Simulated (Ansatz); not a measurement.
System: CF$_{6}$Ge (charge 0, singlet). 
Coordinates optimised at B3LYP-D3(BJ)/def2-TZVP (Ansatz, a quantum-chemistry and plane-wave program):
SMILES: F[C](F)(F)[Ge]([F])([F])[F]
```xyz
8

F     -1.8075     0.6170     1.0845
C     -1.3318    -0.0555     0.0281
F     -1.7470    -1.3263     0.1136
F     -1.8477     0.4841    -1.0843
Ge     0.6780     0.0283    -0.0143
F      1.2247     1.6478    -0.1237
F      1.3018    -0.8277    -1.3604
F      1.3530    -0.6584     1.4023
```

Basis-set convergence of Hartree-Fock and CCSD correlation energies (hartree) with Ansatz. Correlated levels leave the core frozen unless marked. Spin-orbit coupling is left out. Frozen are the shells of the preceding noble gas and the d and f shells that filled before the atom's block. No relativistic terms.

```csv
basis,functions,E(HF),"E(corr, CCSD)"
cc-pVDZ,125,-2709.96019,-1.35061
cc-pVTZ,253,-2710.26928,-1.76754
cc-pVQZ,453,-2710.32971,-1.91725
```

Extrapolating the two largest sets (X = 3 and 4) as X^-3: E(corr) = (64·(-1.91725) - 27·(-1.76754))/37 = -2.0265 Eh, an estimate of the basis-set limit. The largest set recovers 94.6 % of it, the smallest 66.6 %.
